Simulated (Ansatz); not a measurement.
Molecule: C$_{5}$H$_{11}$S, net charge 0, doublet state. It need not be the lowest isomer of its formula. 
Coordinates optimised at B3LYP-D3(BJ)/def2-TZVP (Ansatz, an electronic-structure program):
```xyz
17

C     -3.5398     0.8310    -0.4602
C     -2.1477     1.0442     0.1268
C     -1.1345     0.0038    -0.3449
C      0.2605     0.2136     0.2405
C      1.2584    -0.8326    -0.2403
S      2.9353    -0.6683     0.3973
H     -4.2425     1.5875    -0.1067
H     -3.5179     0.8810    -1.5516
H     -3.9375    -0.1482    -0.1830
H     -1.7861     2.0428    -0.1383
H     -2.2025     1.0215     1.2199
H     -1.0780     0.0254    -1.4393
H     -1.4947    -0.9969    -0.0799
H      0.6300     1.2077    -0.0255
H      0.2137     0.1864     1.3325
H      1.3416    -0.8296    -1.3333
H      0.9275    -1.8453     0.0174
```
Charge 0, spin multiplicity 2.

Property: atomisation energy (electronic, to ground-state atoms), in kJ/mol. Cores are frozen in the correlated levels unless marked. UHF or UKS for open shells. Spin-orbit coupling is left out. No relativistic terms. The coupled-cluster limit lacks core correlation, which all-electron functionals hold. CBS marks a two-point X^-3 extrapolation of the correlation energy; Hartree-Fock from the larger set. The bracket is a focal-point correction in the basis named.

```csv
level,program,atomisation energy (kJ/mol)
LC-wPBE/def2-TZVPD,Ansatz,?
wB97M-V/def2-TZVPD,Ansatz,?
CCSD(T) with core electrons (1s frozen past Ne)/cc-pwCVTZ,Ansatz,6413.9
"RI-MP2/CBS(cc-pV(T+d)Z,cc-pV(Q+d)Z)+[CCSD(T)-MP2]/cc-pV(T+d)Z",Ansatz,6529.8
```

### Question
Complete the blanks.

### Answer

- LC-wPBE/def2-TZVPD, atomisation energy (kJ/mol): 6524.0
- wB97M-V/def2-TZVPD, atomisation energy (kJ/mol): 6543.4
